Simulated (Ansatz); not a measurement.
Job for Ansatz (a quantum-chemistry and plane-wave program): U-CCSD(T)/cc-pV(D+d)Z on H3NSi (SMILES N[SiH]), a point of a bond scan (R = 1.224 Å). Files ending in .json are basis or fitting sets from the Basis Set Exchange.

Ansatz 0.2 input:
```yaml
crystal:
  periodic: [false, false, false]
  atoms:
    - {symbol: Si, position_ang: [-0.24474767, 0.39103857, 0.50999719]}
    - {symbol: H, position_ang: [-0.51775022, 1.25729563, -0.31024982]}
    - {symbol: N, position_ang: [0.39778231, -0.68955254, -0.65444502]}
    - {symbol: H, position_ang: [0.46313720, -0.52839300, -1.64843432]}
    - {symbol: H, position_ang: [0.76485489, -1.59313906, -0.39509969]}
basis:
  gaussian:
    orbitals: cc-pV_D+d_Z.json
correlation: {method: ccsd_t, electrons: outside_noble_gas}
scf: {omitted_lower_state_checks: [cluster_reference]}
magnetization: {spin_polarized: true, initial_magnetization: 0}
```

The log:

```
WARN ansatz: RAYON_NUM_THREADS=1 ignored (pool sized by the plan → 1); use --threads N
Functional definition: HF
these checks for a lower state are left out or cut short: cluster_reference
integrals: 0.03 GiB planned
521 factors; integrals over basis functions are off by at most 1.3e-3 eV
mean field: 0.10 GiB planned
mean field evaluation 1: about -9388.2842 eV, gradient 1.9e1 eV
mean field evaluation 2: about -9388.2846 eV, gradient 1.9e1 eV
mean field evaluation 4: about -9389.9537 eV, gradient 1.6e0 eV
mean field evaluation 8: about -9389.9739 eV, gradient 4.8e-4 eV
mean field evaluation 16: about -9389.9727 eV, gradient 4.5e-2 eV
mean field -9389.97389924 eV, -345.0751760442 hartree, gradient 1.0e-6 eV, S^2 0.000000; 2 other end points of the search recorded, 0 dependent functions left out
6 core orbitals not correlated
reference -9389.97389924 eV, -345.0751760442 hartree; 6, 6 occupied and 40, 40 virtual orbitals, 521 factors
second order -7.10891342 eV of doubles, -0.00000000 eV of singles
coupled cluster: 0.12 GiB planned
cycle   1  -7.59552058 eV  change   -4.9e-1 eV  update   8.0e-2
cycle   2  -7.86025415 eV  change   -2.6e-1 eV  update   2.8e-2
cycle   3  -7.92976255 eV  change   -7.0e-2 eV  update   1.6e-2
cycle   4  -7.92466655 eV  change    5.1e-3 eV  update   4.6e-3
cycle   5  -7.92435992 eV  change    3.1e-4 eV  update   1.8e-3
cycle   6  -7.92411547 eV  change    2.4e-4 eV  update   6.3e-4
cycle   7  -7.92405360 eV  change    6.2e-5 eV  update   1.8e-4
cycle   8  -7.92408972 eV  change   -3.6e-5 eV  update   5.7e-5
cycle   9  -7.92408917 eV  change    5.5e-7 eV  update   1.8e-5
cycle  10  -7.92408883 eV  change    3.4e-7 eV  update   5.3e-6
perturbative correction -0.21793403 eV, -0.0080089279 hartree
Total energy: -9398.11592210 eV, -345.3743898655 hartree
Checks for a lower state left out: cluster_reference
```

Self-consistency was reached.

Cost: about 2.9 core-seconds (a rough figure).
